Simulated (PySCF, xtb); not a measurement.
C2H5ClSi, SMILES [SiH3]/C=C\Cl.

Harmonic wavenumbers (cm⁻¹) from GFN2-xTB in xtb at its own minimum, in rising order: 106, 119, 295, 447, 554, 580, 677, 728, 769, 780, 789, 799, 884, 1147, 1261, 1637, 2258, 2265, 2268, 3043, 3065.

Task: What does PBE-D3(BJ)/def2-SVP (PySCF) give at its own minimum? (The exact figures need the calculation; the answer reports its results.)

Result: 98, 130, 308, 460, 611, 620, 682, 698, 796, 887, 907, 909, 916, 1112, 1261, 1595, 2165, 2170, 2177, 3091, 3123. Paired by order, the mean absolute difference is 49 cm⁻¹ and the zero-point energies are 35.0 and 35.3 kcal/mol.
